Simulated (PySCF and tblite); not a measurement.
Values are calculated unless marked as measured or tabulated.
C9H6OS2, numbered as in [CH:1]#[C:2][c:3]1[cH:4][s:5][c:6]2[c:7]([O:8][CH3:9])[cH:10][s:11][c:12]12.

The ensemble was built from 60 distance-geometry starts (ETKDG and KDG, MMFF94s, GFN2-xTB) and rests on GFN2-xTB geometries. Free energies are B3LYP-D3(BJ)/def2-SVP (IEF-PCM, tetrahydrofuran) single points with GFN2-xTB rigid-rotor and vibrational terms (modes under about 100 cm⁻¹ blended into free rotors). Symmetry numbers and mirror images are counted. Conformers within 2.5 kcal/mol (GFN2-xTB free energy) were kept, 2 at most. (PySCF 2.14, tblite 0.8.)

Torsions listed: C6–C7–O8–C9.

| conformer | shape | symmetry | E(GFN2) kcal/mol |
| --- | --- | --- | --- |
| 1 | 180° | Cs | 0.00 |
| 2 | 0° | Cs | 0.88 |

**Question.** Which of these conformers is the most populated at 298.15 K, and with what share?

**Answer.** Conformer 1, about 99 %.

**Question.** Give the DFT energies and free energies relative to the lowest, and all weights.

**Answer.** 
```
conformer  shape  E(DFT) kcal/mol  G(298.15 K) kcal/mol  weight %
        1   180°             0.00                  0.00      98.8
        2     0°             2.77                  2.64       1.2
```

**Question.** How does its share change from 250 K to 350 K?

**Answer.** From 100 % to 98 %; the mixing entropy goes from 0.06 to 0.21 cal/(mol K).
